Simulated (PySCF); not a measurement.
Run record: core-ionisation job, `F[CH2][GeH2][GeH2][SiH3]`.

Computed with delta-SCF UKS SCAN, pcX-2 on the ionised atom, pcseg-1 elsewhere, spin-free X2C (PySCF 2.14.0). Geometry: PBE0-D3(BJ)/def2-SVP. The input is one job of a driver script: a line of settings, then coordinates in Å.

Command:
```bash
OMP_NUM_THREADS=1 python probes_run.py task.json out
```

Input:
```
{"job": {"kind": "xps"}, "charge": 0, "multiplicity": 1}
F      1.545105     1.654383    -0.280980
C      1.785540     0.732066     0.716999
Ge     1.313996    -1.067470     0.040142
Ge    -0.766637    -0.745712    -1.155373
Si    -2.172711     0.629002     0.184267
H      1.163813     0.982081     1.593736
H      2.844143     0.795110     1.018823
H      2.437045    -1.591438    -0.875688
H      1.150597    -2.028915     1.235362
H     -0.478643    -0.053553    -2.500238
H     -1.446135    -2.100481    -1.439736
H     -2.414433    -0.037563     1.501999
H     -1.480661     1.931058     0.427142
H     -3.490237     0.884923    -0.473506
```

Estimate the output.

```
ground state, core basis on atom 0 (F), 176 functions
  cycle   1  E = -4621.35152596  |g| = 5.32e-01
  cycle   2  E = -4621.26179381  |g| = 9.55e-01
  cycle   3  E = -4621.39434231  |g| = 7.68e-02
  cycle   4  E = -4621.39514786  |g| = 3.24e-02
  cycle   5  E = -4621.39542042  |g| = 1.02e-02
  cycle   6  E = -4621.39545205  |g| = 2.20e-03
  cycle   7  E = -4621.39545358  |g| = 9.08e-04
  cycle   8  E = -4621.39545036  |g| = 1.27e-04
  E(ground) = -4621.68949494 Eh
hole in F 1s of atom 0
  cycle   1  E = -4595.04730984  |g| = 2.58e+00
  cycle   2  E = -4593.53704569  |g| = 2.54e+00
  cycle   3  E = -4595.23958477  |g| = 1.02e+00
  cycle   4  E = -4595.89397220  |g| = 3.49e-01
  cycle   5  E = -4595.94134737  |g| = 1.03e-01
  cycle   6  E = -4595.94659872  |g| = 2.63e-02
  cycle   7  E = -4595.94717611  |g| = 5.19e-03
  cycle   8  E = -4595.94720299  |g| = 2.03e-03
  cycle   9  E = -4595.94719894  |g| = 4.58e-04
  E(ion) = -4596.24684817 Eh   <S^2> = 0.7570   hole on atom = 1.000   binding energy = 692.330 eV
ground state, core basis on atom 1 (C), 176 functions
  cycle   1  E = -4621.35339719  |g| = 8.13e-02
  cycle   2  E = -4621.35226831  |g| = 1.03e-01
  cycle   3  E = -4621.35384185  |g| = 2.31e-02
  cycle   4  E = -4621.35392159  |g| = 5.24e-03
  cycle   5  E = -4621.35393287  |g| = 7.90e-04
  cycle   6  E = -4621.35392835  |g| = 1.38e-04
  E(ground) = -4621.64558027 Eh
hole in C 1s of atom 1
  cycle   1  E = -4610.02987914  |g| = 1.50e+00
  cycle   2  E = -4606.97069132  |g| = 2.55e+00
  cycle   3  E = -4610.27244041  |g| = 8.39e-01
  cycle   4  E = -4610.52698471  |g| = 4.62e-01
  cycle   5  E = -4610.59683245  |g| = 1.45e-01
  cycle   6  E = -4610.60334917  |g| = 4.13e-02
  cycle   7  E = -4610.60448121  |g| = 1.00e-02
  cycle   8  E = -4610.60456529  |g| = 2.70e-03
  cycle   9  E = -4610.60457717  |g| = 1.44e-03
  cycle  10  E = -4610.60457761  |g| = 6.51e-04
  cycle  11  E = -4610.60457863  |g| = 2.81e-04
  E(ion) = -4610.89680645 Eh   <S^2> = 0.7732   hole on atom = 1.000   binding energy = 292.489 eV
ground state, core basis on atom 4 (Si), 187 functions
  cycle   1  E = -4621.44065539  |g| = 2.87e-01
  cycle   2  E = -4621.44073117  |g| = 3.20e-02
  cycle   3  E = -4621.44071625  |g| = 2.40e-02
  cycle   4  E = -4621.44078107  |g| = 8.58e-03
  cycle   5  E = -4621.44079868  |g| = 1.03e-03
  cycle   6  E = -4621.44079897  |g| = 1.85e-04
  E(ground) = -4621.69156963 Eh
hole in Si 1s of atom 4
  cycle   1  E = -4552.51324283  |g| = 4.35e+00
  cycle   2  E = -4552.40874076  |g| = 2.19e+00
  cycle   3  E = -4553.06499384  |g| = 8.08e-01
  cycle   4  E = -4553.52088512  |g| = 2.90e-01
  cycle   5  E = -4553.58271250  |g| = 6.84e-02
  cycle   6  E = -4553.58490496  |g| = 3.76e-02
  cycle   7  E = -4553.58571178  |g| = 1.08e-02
  cycle   8  E = -4553.58577146  |g| = 3.92e-03
  cycle   9  E = -4553.58577848  |g| = 1.47e-03
  cycle  10  E = -4553.58578146  |g| = 3.99e-04
  E(ion) = -4553.84455879 Eh   <S^2> = 0.7525   hole on atom = 1.000   binding energy = 1846.211 eV
hole in Si 2p of atom 4
  cycle   1  E = -4617.17070152  |g| = 1.23e+00
  cycle   2  E = -4616.94236208  |g| = 1.14e+00
  cycle   3  E = -4617.45151554  |g| = 2.54e-01
  cycle   4  E = -4617.50149941  |g| = 9.12e-02
  cycle   5  E = -4617.50735872  |g| = 2.92e-02
  cycle   6  E = -4617.50783756  |g| = 7.90e-03
  cycle   7  E = -4617.50786839  |g| = 2.99e-03
  cycle   8  E = -4617.50787040  |g| = 6.08e-04
  cycle   9  E = -4617.50787483  |g| = 2.67e-04
  E(ion) = -4617.77040907 Eh   <S^2> = 0.7526   hole on atom = 1.002   binding energy = 106.700 eV
  2p3/2 = 106.487 eV   2p1/2 = 107.110 eV
```

Cycles run on a coarse grid; E(ground) and E(ion) are re-evaluated on a finer one, so they differ from the last cycle. For a 2p shell the printed binding energy is that of one 2p hole without spin–orbit coupling; the 2p3/2 and 2p1/2 values follow from a further step that adds the ground-state splitting of the three 2p orbitals and a mean-field spin–orbit operator, and the shell mean corrects the one hole to the average of the three. The program numbers atoms from 0.

How does the 1s binding energy of C2 follow from the two total energies?

E(ion) − E(ground) = -4610.89680645 − (-4621.64558027) = 10.748774 Eh, times 27.211386 eV gives 292.49 eV.

Main results: F1s of F1 692.33 eV; C1s of C2 292.49 eV; Si1s of Si5 1846.21 eV; Si2p of Si5 106.70 eV (mean of the 2p shell).

Isolated species at its PBE0-D3(BJ)/def2-SVP geometry (one conformer only).

Time: 61 s of wall time; peak memory 0.72 GiB. Hardware: an Arm Neoverse N1 with one thread (shared host).
Labels such as C1 count atoms from 1, the log's own numbers from 0.
